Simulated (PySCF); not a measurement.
Atoms are numbered as in `[CH3:1][CH:2]([CH3:3])/[C:4]([F:5])=[P:6]/[C:7]([F:8])([F:9])[F:10]`. Hydrogens are named by the atom that carries them.

- GFN2-xTB structure
- NMR shieldings at PBE0/pcSseg-1/GIAO
- program: PySCF 2.14
- no solvent, a single conformation, no relativistic terms, rapidly exchanging positions averaged

Shifts are taken against calculated references (same method and geometry level): 13C (186.93 ppm), 1H (31.72 ppm) against TMS; 19F (170.95 ppm) vs CFCl3; 31P (318.38 ppm) vs H3PO4.

```csv
atoms,nucleus,count,δ (ppm)
C1/C3,13C,2,22.6
C7,13C,1,140.4
H(C2),1H,1,?
C4,13C,1,251.3
P6,31P,1,?
F5,19F,1,16.5
F8/F9/F10,19F,3,-58.1
H(C1)/H(C3),1H,6,?
C2,13C,1,42.1
```

Q: Fill in the missing shifts.

A: 
- H(C2): 2.68 ppm, hydrogen on an sp3 CH
- H(C1)/H(C3): 1.33 ppm, hydrogen on a methyl carbon
- P6: 145.0 ppm, phosphorus bonded to 2 C

Shifts are as computed. Against solution values, carbons near 30 ppm lie about +3 ppm off and those near 130 ppm about +5 ppm. Of 1211 compounds with measured shifts, 218 miss one by over three times the rms of a fit or turn the order of signals round; such compounds aren't used in these exercises. Unscaled 19F shifts against computed CFCl3 carry errors that often reach 10 to 50 ppm. Experimental scales use liquid or dissolved standards, which lie at an offset from isolated H3PO4.
